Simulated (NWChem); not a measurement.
System: PbCl2, singlet; SMILES [Pb]([Cl])[Cl]

Input file for NWChem:

```
start job
memory heap 200 mb stack 900 mb global 1100 mb
geometry units angstroms noautoz
  Pb     0.000000     0.000000     0.469742
  Cl    -1.906325     0.000000    -1.121419
  Cl     1.906325     0.000000    -1.121419
end
basis spherical
  * library def2-svp
end
ecp
  Pb library def2-ecp
end
dft
  xc xcamb88 1.00 lyp 0.81 vwn_5 0.19 hfexch 1.00
  cam 0.33 cam_alpha 0.19 cam_beta 0.46
  iterations 150
end
tddft
  cis
  nroots 6
  notriplet
end
task tddft energy
```

Excerpt of the output:

```
             Northwest Computational Chemistry Package (NWChem) 7.3.0
             --------------------------------------------------------

 C2V symmetry detected

                             Geometry "geometry" -> ""
                             -------------------------

 Output coordinates in angstroms (scale by  1.889725989 to convert to a.u.)

  No.       Tag          Charge          X              Y              Z
 ---- ---------------- ---------- -------------- -------------- --------------
    1 Pb                  82.0000     0.00000000     0.00000000     0.46637478
    2 Cl                  17.0000    -1.90632500     0.00000000    -1.12478622
    3 Cl                  17.0000     1.90632500     0.00000000    -1.12478622

 Effective nuclear repulsion energy (a.u.)     634.2627621834

      Symmetry information
      --------------------

 Group name             C2v
 Group number             16
 Group order               4
 No. of unique centers     2

                                 NWChem DFT Module
                                 -----------------

 Summary of "ao basis" -> "ao basis" (spherical)
 ------------------------------------------------------------------------------
       Tag                 Description            Shells   Functions and Types
 ---------------- ------------------------------  ------  ---------------------
 Pb                         def2-svp                10       26   4s4p2d
 Cl                         def2-svp                 8       18   4s3p1d

      Symmetry analysis of basis
      --------------------------

        a1         25
        a2          7
        b1         19
        b2         11

            General Information
            -------------------
          SCF calculation type: DFT
          Wavefunction type:  closed shell.
          No. of atoms     :     3
          No. of electrons :    56
           Alpha electrons :    28
            Beta electrons :    28
          Charge           :     0
          Spin multiplicity:     1
          Use of symmetry is: off; symmetry adaption is: on
          Maximum number of iterations: 150
          AO basis - number of functions:    62
                     number of shells:    26
          Convergence on energy requested:  1.00D-06
          Convergence on density requested:  1.00D-05
          Convergence on gradient requested:  5.00D-04

[...]

                                NWChem TDDFT Module
                                -------------------

            General Information
            -------------------
           No. of orbitals :     124
            Alpha orbitals :      62
             Beta orbitals :      62
        Alpha frozen cores :       0
         Beta frozen cores :       0
     Alpha frozen virtuals :       0
      Beta frozen virtuals :       0
         Spin multiplicity :       1
    Number of AO functions :      62
        Use of symmetry is : off
      Symmetry adaption is : on
         Schwarz screening :  0.10D-07

              XC Information
              --------------
              Hartree-Fock (Exact) Exchange   1.00
            CAM-Becke88 Exchange Functional   1.00
               VWN V Correlation Functional   0.19 local
       Lee-Yang-Parr Correlation Functional   0.81
           Alpha           :  0.19
           Beta            :  0.46
           Gamma           :  0.33

             TDDFT Information
             -----------------
          Calculation type : Tamm-Dancoff TDDFT
         Wavefunction type : Restricted singlets
          No. of electrons :      56
           Alpha electrons :      28
            Beta electrons :      28
              No. of roots :       6
          Max subspacesize :    5200
            Max iterations :     100
               Target root :       1
           Target symmetry : none
      Symmetry restriction : off
                 Algorithm : Optimal
        Davidson threshold :  0.10D-03

    6 smallest eigenvalue differences (eV)
--------------------------------------------------------
  No. Spin  Occ  Vir  Irrep   E(Occ)    E(Vir)   E(Diff)
--------------------------------------------------------
    1    1   28   29 b2       -0.335    -0.079     6.963
    2    1   27   29 a2       -0.347    -0.079     7.294
    3    1   26   29 b1       -0.354    -0.079     7.467
    4    1   25   29 a1       -0.372    -0.079     7.955
    5    1   24   29 b2       -0.377    -0.079     8.105
    6    1   23   29 a2       -0.400    -0.079     8.737
--------------------------------------------------------

  Entering Davidson iterations
  Restricted singlet excited states

  Iter   NTrls   NConv    DeltaV     DeltaE      Time
  ----  ------  ------  ---------  ---------  ---------
    1      6       0     0.11E+00   0.10+100        6.5
    2     12       0     0.35E-01   0.16E-01        6.4
    3     18       0     0.10E-01   0.19E-02        6.7
    4     24       0     0.88E-02   0.25E-03        6.4
    5     30       3     0.25E-02   0.70E-04        6.2
    6     33       4     0.83E-03   0.60E-05        5.1
    7     35       5     0.52E-03   0.14E-05        4.7
    8     36       5     0.15E-03   0.21E-06        4.3
    9     37       6     0.62E-04   0.26E-07        4.3
  ----  ------  ------  ---------  ---------  ---------
  Convergence criterion met

  Ground state a1      -1113.079433924440 a.u.

  ----------------------------------------------------------------------------
  Root   1 singlet b2             0.139255676 a.u.                3.7893 eV
  ----------------------------------------------------------------------------
     Transition Moments    X  0.00000   Y -0.44262   Z  0.00000
     Dipole Oscillator Strength                    0.0181879465
     Electric Quadrupole                           0.0000000473
     Magnetic Dipole                               0.0000015234
     Total Oscillator Strength                     0.0181895172

[...]
```

Level: CAM-B3LYP/def2-SVP with def2 effective core potentials on Pb, TDA. Low-valent species are run as closed-shell singlets; no triplet was tried in these runs. The geometry was optimised at PBE0/def2-SVP. def2 effective core potentials on Pb; no spin-orbit coupling.
